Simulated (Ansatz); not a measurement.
The cluster Cs2I2⁻, relaxed as a doublet with UKS PBE-D4/def2-SVPD in Ansatz, starting from the GFN1-xTB geometry. Force threshold 0.02 eV/Å.

In the def2 sets Cs, I take a core potential; there is no spin–orbit coupling. The highest occupied level of the charge -1 doublet lies above zero (up to 0.50 eV). Energy differences put its binding near zero (0.08 eV; vertical, to the charge 0 singlet, at CCSD(T)/def2-SVPD), which leaves it undecided. The gap within one spin of the charge -1 doublet nearly closes, so an electron or hole may be smeared out by delocalisation error. The relaxation made no stability test and no search for a lower SCF solution. The structure comes from a short search, and lower isomers may exist.

Start:

```xyz
4

Cs    1.633   -0.405   -1.444
Cs   -1.111    1.913    0.285
I     1.421   -0.053    2.273
I    -1.943   -1.455   -1.114
```

(1) Estimate the energy that the relaxation releases and the steps that it takes.

(2) Does the start keep its bonding?

(3) Predict the relaxed structure.

## Answers

(1) 0.27 eV, in 8 steps; 23 s on 4 threads of Arm Neoverse V1 on a shared host. No frequencies were taken in this run, so the end may be a saddle point.

(2) By distances, no bond broke or formed. The bond that changes most is Cs2–I3, from 3.77 to 3.71 Å (atoms count from 1).

(3) 
```xyz
4

Cs    1.699   -1.435   -1.084
Cs   -1.697    1.444    1.077
I     1.859    0.777    1.883
I    -1.861   -0.787   -1.875
```
Bond lengths (bridged metal pairs left out): 4 × Cs–I 3.70 to 3.71 Å.
